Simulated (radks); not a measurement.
Effect of the nuclear size on the thulium ion Tm3+, [Xe] 4f12. Calculated with a radial shooting solver on a logarithmic mesh with Libxc functionals: Dirac Kohn-Sham, exchange-only LDA, spin-unpolarised, spherical densities, finite nucleus; open shells are shared between the two j in proportion to 2j + 1; Fermi nuclear charge, rms radius 5.2256 fm. The rms radius is varied about that value; shifts are against it.

| rms radius (fm) | total energy shift (eV) | density at nucleus (e/bohr^3) | 1s1/2 shift (meV) | 2s1/2 shift (meV) | 4p1/2 shift (meV) | 5s1/2 shift (meV) | 5p1/2 shift (meV) | 4f7/2 shift (meV) | 6s1/2 (empty) shift (meV) |
|---|---|---|---|---|---|---|---|---|---|
| 4.3425 | -10.9 | 9.995e+05 | -4460 | -600 | 0.112 | -5.13 | 0.133 | 0.607 | -0.866 |
| 4.8337 | -5.01 | 9.68e+05 | -2050 | -276 | 0.051 | -2.36 | 0.061 | 0.279 | -0.398 |
| 5.2256 | 0 | 9.458e+05 | 0.000 | 0.000 | 0.000 | 0.000 | 0.000 | 0.000 | 0.000 |
| 5.675 | 6.08 | 9.228e+05 | 2490 | 335 | -0.060 | 2.86 | -0.074 | -0.339 | 0.483 |
| 5.8945 | 9.18 | 9.124e+05 | 3760 | 506 | -0.091 | 4.32 | -0.112 | -0.511 | 0.729 |

Slopes of the eigenvalues against <r^2> in GHz/fm^2, as finite differences over the two radii next to the reference (eigenvalue slopes, not the field-shift constants of lines): 1s1/2 124000, 2s1/2 16700, 4p1/2 -3.04, 5s1/2 143, 5p1/2 -3.70, 4f7/2 -16.9, 6s1/2 (empty) 24.1.
